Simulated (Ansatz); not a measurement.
Ligand exchange: GaH2Br + SnH4 → GaH3 + SnH3Br

Species: GaH2Br `[GaH2][Br]`, singlet; SnH4 `[SnH4]`, singlet; GaH3 `[GaH3]`, singlet; SnH3Br `[Br][SnH3]`, singlet. The partners trade Br for H: Ga–Br and Sn–H bonds give way to Ga–H and Sn–Br.

Shapes, held fixed at every level: PBE0-D4/def2-TZVP. Programs: Ansatz 0.2.0. The zero-point and thermal change to 298 K, harmonic and unscaled (PBE0-D4/def2-TZVP), is -0.6 kJ/mol.

Problem. Estimate ΔH(298 K) of this reaction.

Solution. The highest level, CCSD(T)/def2-TZVPP, gives ΔH(298 K) = +45.1 kJ/mol; the levels span +37.9 to +46.3. The column of differences is taken from that level and isn't an error. No measured value is set beside it here. For atoms past krypton def2 sets carry core potentials with scalar relativity. Relativity is left out for Br, Ga unless named. Correlated rows may include outer-core shells of Br, Ga, Sn, which these sets cover unevenly. Times are processor times on shared x86 and Arm servers, and rough.

```csv
level,kind,ΔH(298 K) (kJ/mol),less CCSD(T)/def2-TZVPP,CPU time (sum over the molecules)
HF/def2-SVP,Hartree–Fock,+40.4,-4.7,–
SPW92/def2-TZVPP,LDA,+46.3,+1.2,4.6 s
PBE-D4/def2-TZVPP,GGA,+40.1,-5.0,8.9 s
BHLYP-D4/def2-TZVPP,global hybrid,+38.2,-6.9,10 s
PBE0-D4/def2-TZVPP,global hybrid,+40.1,-5.0,9.2 s
wB97X-V/def2-TZVPP,range-separated hybrid,+37.9,-7.2,28 s
CCSD(T)/def2-TZVPP,coupled cluster or CI,+45.1,0.0,58 s
```
